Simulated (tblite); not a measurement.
Compound: C₉H₁₁F.
Numbering: `[CH2:1]=[CH:2][CH2:3][C:4]1=[CH:5][CH:6]=[CH:7][C@@:8]1([CH3:9])[F:10]` (hydrogens: H11, H12 on C1; H13 on C2; H14, H15 on C3; H16 on C5; H17 on C6; H18 on C7; H19, H20, H21 on C9)

Geometry (GFN2-xTB, Å), atoms numbered from 1 in this order:
```
atom  x, y, z in Å
C1     3.3853   -0.2216    0.2609
C2     2.3864    0.0104   -0.5688
C3     1.0754   -0.7083   -0.5313
C4    -0.0633    0.2078   -0.2370
C5    -0.0599    1.4770    0.1881
C6    -1.4282    1.9674    0.2911
C7    -2.2816    1.0066   -0.0674
C8    -1.5061   -0.2501   -0.3742
C9    -1.8439   -1.3637    0.6174
F10   -1.7670   -0.7270   -1.6528
H11    4.3155    0.3172    0.2015
H12    3.3176   -0.9679    1.0361
H13    2.4732    0.7658   -1.3385
H14    0.8851   -1.1796   -1.5025
H15    1.1064   -1.5041    0.2206
H16    0.8060    2.0726    0.4133
H17   -1.6779    2.9658    0.6029
H18   -3.3529    1.0434   -0.1156
H19   -1.2712   -2.2557    0.3746
H20   -2.9033   -1.5997    0.5550
H21   -1.6044   -1.0395    1.6260
```

Level: GFN2-xTB in tblite, geometry and Hessian alike; calculated harmonic values, unscaled, isolated species. Against measured fundamentals such values can be off by several per cent, at times by over 20. One conformer, not necessarily the lowest.

Harmonic wavenumbers (cm⁻¹): 40.5, 61.0, 117.2, 162.9, 179.8, 207.3, 259.8, 298.4, 340.1, 407.8, 474.3, 534.7, 556.2, 574.9, 635.0, 745.5, 779.4, 802.8, 848.1, 879.0, 892.5, 909.3, 931.2, 946.4, 966.5, 1024.8, 1033.6, 1054.9, 1088.5, 1102.3, 1129.5, 1174.4, 1190.0, 1216.9, 1230.9, 1277.1, 1297.8, 1330.5, 1382.7, 1415.0, 1444.2, 1469.5, 1484.2, 1599.4, 1672.9, 1721.1, 2922.5, 2941.9, 3037.1, 3043.3, 3054.6, 3062.3, 3095.9, 3124.8, 3128.2, 3139.3, 3157.4.

A = 2301, B = 916.2, C = 774.2 MHz; mass 138.084 u (most abundant isotopes); point group C1, symmetry number 1.

Task: What is the zero-point energy?

Result: ½Σν̃ = 37299 cm⁻¹ = 446.19 kJ/mol.

Task: Give the ideal-gas entropy at 200 K and 1 bar in the rigid-rotor, harmonic-oscillator model (classical rotation).

Result: Translation 162.01, rotation 119.15, vibration 81.49: S = 362.6 J/(mol K).

Task: And Cp and H(200 K) − H(0)?

Result: Cp = 122.18 J/(mol K), of which vibrations give 88.92 (their classical limit is 57 R = 473.9); H(200 K) − H(0) = 15.49 kJ/mol without the zero-point energy, 8.84 from vibrations.

Task: Which modes carry the vibrational entropy at 200 K?

Result: 40.5 cm⁻¹: 18.60; 61.0 cm⁻¹: 15.23; 117.2 cm⁻¹: 9.98; 162.9 cm⁻¹: 7.46; 179.8 cm⁻¹: 6.73; 207.3 cm⁻¹: 5.72 J/(mol K); the other 51 give 17.77 together.

Task: Blend soft modes into free rotors: weight 1/[1 + (100 cm⁻¹/ν̃)⁴] for the oscillator and the rest for a rotor with moment μB/(μ + B), μ = h/(8π²ν), B = 10⁻⁴⁴ kg m². What vibrational entropy results?

Result: 74.78 J/(mol K) in place of 81.49, which changes −T·S at 200 K by +1.34 kJ/mol.

Hindered rotation and anharmonicity are outside this model. Other conformers, if any are populated, would add a mixing term that is left out. The structure is chiral; the term R ln 2 for an equal mix with its mirror image is left out.
